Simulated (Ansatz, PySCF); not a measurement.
Positional isomers: naphthalene silyl. Isolated molecules, 0 K electronic values unless said otherwise. Strings in code marks are SMILES.

Quantity: electronic energy of isomers of C10H10Si relative to `[SiH3]c1ccc2ccccc2c1`, in kcal/mol. The restricted reference of `[SiH3]c1ccc2ccccc2c1` and `[SiH3]c1cccc2ccccc12` is unstable towards unrestricted orbitals.

Level 1: frozen-core MP2/cc-pVDZ // B3LYP-D3(BJ)/def2-SVP (Ansatz, a quantum-chemistry and plane-wave program)
Level 2: B3LYP/LANL2DZ // B3LYP-D3(BJ)/def2-SVP (PySCF)
Level 3: M06-2X/6-31G* // B3LYP-D3(BJ)/def2-SVP (PySCF)
Level 4: PBE/6-31G* // B3LYP-D3(BJ)/def2-SVP (PySCF)

```
species                 level 1  level 2  level 3  level 4
----------------------  -------  -------  -------  -------
`[SiH3]c1cccc2ccccc12`     0.11     1.02     0.00     0.58
```
